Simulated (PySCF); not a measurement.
Geometry:
```
atom   x (Å)   y (Å)   z (Å)
  C1   0.871   1.169   2.184
  C2   0.939   0.214   1.439
  C3   0.986  -0.920   0.554
  C4   1.596  -0.809  -0.817
  C5   0.109  -0.958  -0.693
 Si6  -1.049   0.469  -1.060
  N7  -2.275   0.514   0.161
  H8   0.837   2.020   2.838
  H9   1.123  -1.878   1.068
 H10   2.182  -1.662  -1.169
 H11   1.994   0.168  -1.106
 H12  -0.295  -1.953  -0.911
 H13  -1.740   0.250  -2.368
 H14  -0.196   1.698  -1.199
 H15  -3.124   1.040  -0.012
 H16  -1.963   0.648   1.119
```

Isolated molecule, one conformer, non-relativistic, averaged over atoms made equivalent by symmetry, fast rotation or ring inversion. NMR shieldings at KT3/pcSseg-1/GIAO; PBE0-D3(BJ)/def2-SVP structure; PySCF.

Chemical shifts δ = σref − σ; TMS for $^{13}$C, $^{1}$H, $^{29}$Si; $^{15}$N vs NH3, all at this level.

```csv
atoms,nucleus,count,δ (ppm)
H10,$^{1}$H,1,0.95
C3,$^{13}$C,1,6.6
N7,$^{15}$N,1,10.7
H8,$^{1}$H,1,?
H11,$^{1}$H,1,0.79
C5,$^{13}$C,1,8.2
C2,$^{13}$C,1,?
H15/H16,$^{1}$H,2,0.35
H9,$^{1}$H,1,?
C1,$^{13}$C,1,60.0
C4,$^{13}$C,1,15.6
H13,$^{1}$H,1,?
Si6,$^{29}$Si,1,-24.8
H12,$^{1}$H,1,0.28
H14,$^{1}$H,1,?
```

Fill in the missing shifts.

Results:


- C2: 81.1 ppm, alkyne carbon; sp carbons lie upfield of alkene carbons because the cylindrical π system leaves one tensor component strongly shielded
- H13: 4.73 ppm, hydrogen on a silicon bonded to C, N
- H14: 4.67 ppm, hydrogen on a silicon bonded to C, N
- H8: 1.68 ppm, hydrogen on a terminal alkyne carbon; it lies on the axis of the triple bond, in its shielding cone
- H9: 1.60 ppm, hydrogen on a three-membered-ring carbon

OH/NH shifts are gas-phase values; hydrogen bonding in solution moves them, usually downfield. Shifts are as computed, not scaled to solution data. Of 1309 compounds with measured shifts, 239 miss one by over three times the rms of a fit or turn the order of signals round; such compounds aren't used in these exercises. Experimental scales use liquid or dissolved standards, which lie at an offset from isolated NH3 (liquid NH3: subtract about 20 ppm).
